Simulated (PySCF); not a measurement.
How methods differ on the ionisation energy of Hf⁺

Hf⁺ [Xe] 4f14 5d1 6s2 (2D) → Hf²⁺ [Xe] 4f14 5d2 (3F), as a difference of total energies. All numbers are calculated (PySCF 2.14, scalar relativity by spin-free X2C-1e, in x2c-QZVPPall). The calculations carry no spin-orbit coupling.

```tsv
method	ionisation energy (eV)
BLYP	15.163
MN15	14.698
```

The reference lies between the lowest fine-structure levels, while these numbers refer to the centres of the terms.

For comparison: 14.61 ± 0.04 eV (theoretical estimate listed by NIST; NIST Atomic Spectra Database, ionization energies).
